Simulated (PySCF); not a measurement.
## Exercise with solution: chemical shift, span and skew from a shielding tensor

N-methyl-N-silylmethanamine (C2H9NSi), SMILES CN(C)[SiH3]. Atoms are numbered in the order given.

```xyz
13

C     -1.1457    -0.0311    -1.2117
N     -0.3770     0.1592     0.0000
C     -1.1457    -0.0311     1.2117
Si     1.3524    -0.0119     0.0000
H     -2.0183     0.6499    -1.2290
H     -1.5359    -1.0657    -1.3224
H     -0.5334     0.1926    -2.0994
H     -2.0183     0.6499     1.2290
H     -0.5334     0.1926     2.0994
H     -1.5359    -1.0657     1.3224
H      1.8708    -1.4258     0.0000
H      1.8793     0.6492     1.2313
H      1.8793     0.6492    -1.2313
```
Charge 0, spin multiplicity 1.

Geometry: r2SCAN-D4/def2-SVP.

GIAO shieldings from PBE0/pcSseg-1 (PySCF), non-relativistic, no solvent. The symmetric part of the tensor of Si4 has the principal values 336.1, 361.0, 485.5 ppm. The same nucleus in TMS has σ = 352.7 ppm at this level (PySCF, at its B3LYP-D3(BJ)/def2-TZVP geometry).

Task: Work out the isotropic shielding, the ²⁹Si shift against TMS, the span and the skew.

Result: 
σ(iso) = (σ11 + σ22 + σ33)/3 = 394.2 ppm. δ = σ(ref) − σ(iso) = 352.7 − (394.2) = -41.5 ppm.
Span Ω = σ33 − σ11 = 149.4 ppm. Skew κ = 3(σ(iso) − σ22)/Ω = 0.67. Tumbling in solution averages the tensor to δ; in a static solid the shielding alone would spread this spin-1/2 line over Ω.
